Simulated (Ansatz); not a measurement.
**Question.** Name a neutral molecule of C, Mg, O, S, Si and H with HOMO–LUMO gap (ωB97M-V/def2-TZVPP) between 8.70 and 9.00 eV and HOMO energy (ωB97M-V/def2-TZVPP) between -9.15 and -8.85 eV (Ansatz, PBE0-D4/def2-TZVP geometry).

**Answer.** `C[S][Mg][O][SiH3]` (8.78 eV, -8.91 eV). Other molecules can fit too; these were computed, each in one conformer that needn't be the lowest.
